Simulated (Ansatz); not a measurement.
`C[N](C)[Sn][OH]` and `C[N](C)[GaH][Br]` differ in one atom or group.

Ansatz, PBE0-D4/def2-TZVP geometries, multiplicity 1. Each molecule was computed in one conformer, which needn't be the lowest.

Elements past krypton have def2 core potentials. Scalar relativity is left out up to krypton.

```tsv
property	`C[N](C)[Sn][OH]`
size of the dipole moment (ωB97M-V/def2-TZVPP) / D	2.09
LUMO energy (ωB97M-V/def2-TZVPP) / eV	0.08
HOMO energy (PBE0/def2-TZVPP) / eV	-6.34
HOMO energy (ωB97M-V/def2-TZVPP) / eV	-8.56
HOMO–LUMO gap (PBE0/def2-TZVPP) / eV	4.77
HOMO energy (PBE/def2-TZVPP) / eV	-5.15
```

**Question.** Give the same properties after the change, and the shifts. (Estimate.)

**Answer.** Computed: 
```
                                          property  `C[N](C)[GaH][Br]`  shift
size of the dipole moment (ωB97M-V/def2-TZVPP) / D                2.40   0.31
             LUMO energy (ωB97M-V/def2-TZVPP) / eV                0.80   0.72
                HOMO energy (PBE0/def2-TZVPP) / eV               -6.63  -0.29
             HOMO energy (ωB97M-V/def2-TZVPP) / eV               -8.89  -0.33
              HOMO–LUMO gap (PBE0/def2-TZVPP) / eV                5.76   0.99
                 HOMO energy (PBE/def2-TZVPP) / eV               -5.43  -0.28
```

With PBE0 the HOMO falls by 0.29 eV and the LUMO rises by 0.70 eV, so the gap widens by about 0.99 eV. PBE moves the HOMO by -0.28 eV and ωB97M-V by -0.33 eV. Dipoles are sizes alone; their direction can turn.

Spin–orbit coupling is left out; it splits and shifts lone-pair levels of the heavy atoms by tenths of an eV.
